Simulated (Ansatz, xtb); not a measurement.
# Relaxing a trial structure of CH4BrGe

The starting geometry of this gas-phase doublet has its atoms placed at random.

```xyz
7

C    -1.0656    0.7046    0.7341
Br    0.0411   -1.1727    0.6194
Ge   -0.8225   -0.2534   -1.1049
H     0.7237    0.1585   -1.4067
H    -1.7787   -0.8420    0.3319
H    -1.6998    0.0754    1.4100
H    -0.9777   -1.0782    1.5457
```

**Question.** Guess where an optimisation with r2SCAN-D4/def2-SVP ends from this start.

**Answer.** It ends as `[CH3][GeH][Br]`. Contacts that open: C1–Br2 (2.18 → 3.46 Å), Br2–H5 (1.87 → 3.61 Å), Br2–H7 (1.38 → 3.56 Å), Ge3–H5 (1.82 → 2.56 Å). Contacts that close: C1–H5 (1.75 → 1.10 Å), C1–H7 (1.96 → 1.10 Å).

The energy falls by 12.23 eV over 22 steps:

```
step  E − E(last) (eV)
   1            12.227
   3             8.278
   6             5.008
   8             3.648
  10             2.917
  13             1.030
  15             0.425
  17             0.058
  20             0.000
  22             0.000
```

Final geometry (Å):

```xyz
7

C    -1.5254   -0.0304    0.7559
Br    0.6547   -2.5557   -0.1798
Ge   -0.3231   -0.5086   -0.7178
H     0.8502    0.5015   -0.8424
H    -2.3105   -0.7900    0.8726
H    -1.9883    0.9478    0.5557
H    -0.9372    0.0275    1.6854
```

From the same start GFN2-xTB ends elsewhere, differing in C1–H7 (3.11 against 1.10 Å here), Br2–Ge3 (2.98 against 2.33 Å here), Br2–H7 (1.42 against 3.56 Å here).

From so rough a start the end depends on the optimiser's path, so another program may land elsewhere. The end wasn't checked by frequencies. Open shells are spin-unrestricted. Run with Ansatz 0.2.0, 3 min on 2 threads of Arm Neoverse V1, with other jobs on the host.
